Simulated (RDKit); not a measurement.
Input for RDKit: UFF on C3H4O2 (a complex), monomers drawn apart or pushed together.

```python
from rdkit import Chem
from rdkit.Chem import AllChem, rdDetermineBonds

blocks = [
'''4

C     0.57984850    0.20706780   -0.08788146
C    -0.17331032   -0.55440019    0.45032234
H     1.24333082    0.87422337   -0.58317410
H    -0.83124366   -1.21117353    0.97044363
''',
'''5

O    -1.03258073   -0.95046245    3.85242140
C    -0.34240264   -0.08790960    4.32442508
O     0.47268704    0.72060298    3.64253422
H    -0.29392635    0.14886978    5.39546693
H     0.41948549    0.49869966    2.69046701
''',
]
mol = None
for b in blocks:
    f = Chem.MolFromXYZBlock(b)
    rdDetermineBonds.DetermineBonds(f, charge=0)
    mol = f if mol is None else Chem.CombineMols(mol, f)
Chem.SanitizeMol(mol)
print(Chem.MolToSmiles(Chem.RemoveHs(mol)))
ff = AllChem.UFFGetMoleculeForceField(mol, vdwThresh=100.0, ignoreInterfragInteractions=False)
e = ff.CalcEnergy()
print(f'UFF energy {e:.6f} kcal/mol')
```

Output:

```
C#C.O=CO
UFF energy 13.443367 kcal/mol
```

The run finished.

Cost: about 0.03 core-seconds (a rough figure).
